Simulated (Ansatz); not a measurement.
**Reading a saddle point**

A first-order saddle point of Si2NH9O, closed shell, PBE0-D4/def2-TZVP, with one imaginary mode of 773i cm⁻¹:

```
13
angstrom
Si -0.5233 0.5860 0.1143
Si 0.3030 -2.0575 0.2813
H -1.8573 0.2097 -0.3982
H -0.3593 0.2524 1.5580
N -0.1767 2.2751 0.2093
H 0.5939 -0.5845 -1.0948
O 0.4467 0.4341 -1.4760
H 1.3494 -2.1051 1.3506
H -0.9957 -2.3565 0.9629
H 0.5744 -3.2372 -0.6068
H -0.3227 2.9098 -0.5596
H -0.3060 2.7365 1.0944
H 1.2736 0.9373 -1.4354
```

Ansatz 0.2.0; basis: def2-TZVPP and def2-QZVPP; cores frozen in the correlated methods. Extrapolation: Hartree–Fock as exp(−7.88 √X), correlation as X^−2.97.

Problem. Which contacts change along the imaginary mode, and what lies on either side? (Judge from chemistry; the calculation decides.)

Solution. By the calculation: The step is Si₂NH₇ ([NH2][SiH2][SiH3]) + H₂O → SiNH₅O ([NH2][SiH2][OH]) + SiH₄, with the molecules in contact on both sides. Shortening one way: Si1–O7, Si2–H6; lengthening the same way: Si1–Si2, H6–O7.
```tsv
pair	one side (Å)	saddle (Å)	other side (Å)
Si1–O7	3.47	1.87	1.65
Si2–H6	3.68	2.04	1.48
Si1–Si2	2.35	2.77	4.00
H6–O7	0.96	1.10	3.29
```

Problem. Which side is lower, and how far does the saddle lie above each? (An estimate is asked for; the value comes from the calculation.)

Solution. The calculation gives: The side with Si1–O7, Si2–H6 short is lower by 0.976 eV; the saddle lies 2.765 eV above it and 1.789 eV above the other (CCSD(T) at an estimated basis limit (MP2 extrapolated from triple and quadruple zeta, plus CCSD(T) − MP2 in triple zeta); electronic energies).

No T1 diagnostic of these runs exceeds 0.013.

Labels in which every atom is bracketed show which atoms are joined, not bond orders.

For scale, one of the runs: CCSD(T)/def2-TZVPP, 272 basis functions, launched by `ansatz run in.yaml --threads 8 --pin off --events-out ev --progress --plain --max-ram 19148MiB`. Time: 91 s of wall clock on 8 CPU threads of an Arm Neoverse V2; the host was shared. Peak host memory: 6.9 GiB.
